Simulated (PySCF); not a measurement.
Geometries of 2 isomers of C5H6O2, from PBE0-D3(BJ)/def2-SVP geometry optimisation, gas phase (PySCF). One conformer each, no zero-point energy, no frequencies.

Problem. Which is lower in electronic energy at this level?
A.
```xyz
13
angstrom
C      1.957   -0.004   -0.081
C      0.561    0.354   -0.554
C     -0.371   -0.813   -0.685
C     -1.424   -0.622    0.112
C     -1.252    0.676    0.809
O     -1.962    1.219    1.602
O     -0.071    1.208    0.384
H      2.463   -0.642   -0.821
H      2.553    0.908    0.059
H      1.908   -0.543    0.876
H      0.623    0.897   -1.516
H     -0.172   -1.664   -1.339
H     -2.289   -1.263    0.273
```
B.
```xyz
13
angstrom
C     -3.014   -0.317    0.337
C     -1.840    0.297    0.228
O     -0.677   -0.419    0.276
C      0.497    0.248    0.142
O      0.575    1.438   -0.008
C      1.631   -0.699    0.205
C      2.885   -0.255    0.103
H     -3.080   -1.399    0.467
H     -3.934    0.268    0.296
H     -1.703    1.373    0.095
H      1.387   -1.756    0.336
H      3.076    0.814   -0.027
H      3.739   -0.936    0.147
```

Solution. A. That is 2-penten-4-olide, `C[C@H]1C=CC(=O)O1`, 27.0 kcal/mol below the other.

```tsv
SMILES	atoms numbered as above	E (Eh)	relative (kcal/mol)	relative (kJ/mol)	dipole (D)
C[C@H]1C=CC(=O)O1	[CH3:1][C@H:2]1[CH:3]=[CH:4][C:5](=[O:6])[O:7]1	-343.95584	0.0	0.0	4.90
C=COC(=O)C=C	[CH2:1]=[CH:2][O:3][C:4](=[O:5])[CH:6]=[CH2:7]	-343.91274	27.0	113.2	1.56
```
